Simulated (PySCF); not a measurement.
CaF2, singlet, geometry from GFN2-xTB (such geometries of metal compounds can be far from the true shape), atoms displaced at random by about 0.02 Å a coordinate; PySCF with PBE/6-31G.

Here is a job for PySCF.
```python
from pyscf import gto, scf, dft
from pyscf.geomopt import geometric_solver

mol = gto.Mole()
mol.atom = '''
    Ca    0.497034   -0.090838   -0.169507
    F    -0.743890    1.248244   -0.806064
    F    -0.381312   -1.052360    1.202349
'''
mol.basis = '6-31g'
mol.charge = 0
mol.spin = 0
mol.verbose = 3
mol.build()

def method(m):
    mf = dft.RKS(m)
    mf.xc = 'pbe'
    return mf

conv, mol_eq = geometric_solver.kernel(method(mol), maxsteps=100, convergence_set='GAU_VERYTIGHT')
print('optimisation converged:', conv)
print(mol_eq.tostring(format='xyz'))
mf = method(mol_eq)
mf.kernel()
```

What the program printed (banner, timings and long lists left out):

```
Custom engine selected.
Bonds will be generated from interatomic distances less than 1.20 times sum of covalent radii
9 internal coordinates being used (instead of 9 Cartesians)
Internal coordinate system (atoms numbered from 1):
Distance 1-2
Distance 1-3
Angle 2-1-3
Translation-X 1-3
Translation-Y 1-3
Translation-Z 1-3
Rotation-A 1-3
Rotation-B 1-3
Rotation-C 1-3
<class 'geometric.internal.Distance'> : 2
<class 'geometric.internal.Angle'> : 1
<class 'geometric.internal.TranslationX'> : 1
<class 'geometric.internal.TranslationY'> : 1
<class 'geometric.internal.TranslationZ'> : 1
<class 'geometric.internal.RotationA'> : 1
<class 'geometric.internal.RotationB'> : 1
<class 'geometric.internal.RotationC'> : 1
> ===== Optimization Info: ====
> Job type: Energy minimization
> Maximum number of optimization cycles: 100
> Initial / maximum trust radius (Angstrom): 0.100 / 0.300
> Convergence Criteria:
> Will converge when all 5 criteria are reached:
>  |Delta-E| < 1.00e-06
>  RMS-Grad  < 1.00e-06
>  Max-Grad  < 2.00e-06
>  RMS-Disp  < 4.00e-06
>  Max-Disp  < 6.00e-06
> === End Optimization Info ===

Geometry optimization cycle 1
Cartesian coordinates (Angstrom)
 Atom        New coordinates             dX        dY        dZ
  Ca   0.497034  -0.090838  -0.169507   -0.000000  0.000000  0.000000
   F  -0.743890   1.248244  -0.806064    0.000000  0.000000  0.000000
   F  -0.381312  -1.052360   1.202349    0.000000  0.000000  0.000000

WARN: Mole.unit (angstrom) is changed to Bohr

converged SCF energy = -876.788765711719
--------------- RKS_Scanner gradients ---------------
         x                y                z
0 Ca    -0.0748174587    -0.0021748921     0.0407576216
1 F     0.0388949405    -0.0523832378     0.0301143094
2 F     0.0362998777     0.0539534299    -0.0701844069
----------------------------------------------
cycle 1: E = -876.788765712  dE = -876.789  norm(grad) = 0.146907
Step    0 : Gradient = 8.482e-02/9.568e-02 (rms/max) Energy = -876.7887657117
[...]
Geometry optimization cycle 2
Cartesian coordinates (Angstrom)
 Atom        New coordinates             dX        dY        dZ
  Ca   0.495765  -0.083114  -0.176697   -0.001269  0.007724 -0.007190
   F  -0.755678   1.339003  -0.887569   -0.011788  0.090759 -0.081505
   F  -0.370333  -1.147514   1.287259    0.010979 -0.095154  0.084910
converged SCF energy = -876.813275540313
--------------- RKS_Scanner gradients ---------------
         x                y                z
[...]
Step   91 : Displace = 6.065e-07/7.743e-07 (rms/max) Trust = 5.657e-07 (=) Grad = 4.877e-06/6.760e-06 (rms/max) E (change) = -876.8324757329 (+1.056e-09) Quality = -101.884
converged SCF energy = -876.832475733957
Step   92 : Displace = 4.104e-07/4.810e-07 (rms/max) Trust = 4.000e-07 (-) Grad = 3.501e-06/4.951e-06 (rms/max) E (change) = -876.8324757340 (-1.060e-09) Quality = 132.770
converged SCF energy = -876.832475733954
Step   93 : Displace = 5.680e-07/7.961e-07 (rms/max) Trust = 5.657e-07 (+) Grad = 3.484e-06/4.926e-06 (rms/max) E (change) = -876.8324757340 (+2.501e-12) Quality = -0.229
converged SCF energy = -876.832475733941
Step   94 : Displace = 4.017e-07/5.631e-07 (rms/max) Trust = 4.000e-07 (-) Grad = 3.433e-06/4.854e-06 (rms/max) E (change) = -876.8324757339 (+1.342e-11) Quality = -1.738
converged SCF energy = -876.832475733617
Step   95 : Displace = 4.016e-07/5.628e-07 (rms/max) Trust = 4.000e-07 (=) Grad = 3.780e-06/5.331e-06 (rms/max) E (change) = -876.8324757336 (+3.239e-10) Quality = -42.164
converged SCF energy = -876.83247573395
Step   96 : Displace = 4.017e-07/5.602e-07 (rms/max) Trust = 4.000e-07 (=) Grad = 3.471e-06/4.909e-06 (rms/max) E (change) = -876.8324757339 (-3.329e-10) Quality = 43.307
converged SCF energy = -876.832475733945
Step   97 : Displace = 5.659e-07/7.922e-07 (rms/max) Trust = 5.657e-07 (+) Grad = 3.462e-06/4.895e-06 (rms/max) E (change) = -876.8324757339 (+4.320e-12) Quality = -0.400
converged SCF energy = -876.832475733945
[...]
Step   98 : Displace = 3.995e-07/5.604e-07 (rms/max) Trust = 4.000e-07 (-) Grad = 3.447e-06/4.874e-06 (rms/max) E (change) = -876.8324757339 (+4.547e-13) Quality = -0.060
[...]
Geometry optimization cycle 100
Cartesian coordinates (Angstrom)
 Atom        New coordinates             dX        dY        dZ
  Ca  -0.220053   0.039447   0.085427   -0.000000 -0.000000 -0.000000
   F  -0.444504   1.510864  -1.442476   -0.000000  0.000000  0.000000
   F   0.004003  -1.432778   1.612603    0.000000  0.000000  0.000000
converged SCF energy = -876.832475733923
--------------- RKS_Scanner gradients ---------------
         x                y                z
0 Ca     0.0000014092     0.0000022861     0.0000029271
1 F     0.0000035916    -0.0000791964    -0.0000771104
2 F    -0.0000056704     0.0000744858     0.0000731501
----------------------------------------------
cycle 100: E = -876.832475734  dE = 2.22826e-11  norm(grad) = 0.000152243
Step   99 : Displace = 3.985e-07/5.606e-07 (rms/max) Trust = 4.000e-07 (=) Grad = 3.397e-06/4.792e-06 (rms/max) E (change) = -876.8324757339 (+2.228e-11) Quality = -2.935
Not rejecting step - trust below tmin = 4.000e-07
[...]
Geometry optimization cycle 101
Cartesian coordinates (Angstrom)
 Atom        New coordinates             dX        dY        dZ
  Ca  -0.220053   0.039446   0.085427   -0.000000 -0.000000 -0.000000
   F  -0.444504   1.510864  -1.442476   -0.000000  0.000000  0.000000
   F   0.004003  -1.432778   1.612604    0.000000  0.000000  0.000000
converged SCF energy = -876.83247573305
--------------- RKS_Scanner gradients ---------------
         x                y                z
0 Ca     0.0000009582     0.0000052317    -0.0000001366
1 F     0.0000036900    -0.0000798306    -0.0000764452
2 F    -0.0000053169     0.0000721774     0.0000755530
----------------------------------------------
cycle 101: E = -876.832475733  dE = 8.73001e-10  norm(grad) = 0.000152331
Step  100 : Displace = 3.968e-07/5.609e-07 (rms/max) Trust = 4.000e-07 (=) Grad = 4.512e-06/6.139e-06 (rms/max) E (change) = -876.8324757330 (+8.730e-10) Quality = -115.483
[...]
Maximum iterations reached (100); increase --maxiter for more
Geometry optimization failed to converge in 100 iterations
optimisation converged: False
3
XYZ from PySCF
Ca         -0.22005275        0.03944619        0.08542709
F          -0.44450395        1.51086422       -1.44247611
F           0.00400329       -1.43277780        1.61260361
converged SCF energy = -876.832475733942
```

The run did not converge; its last values are not results.
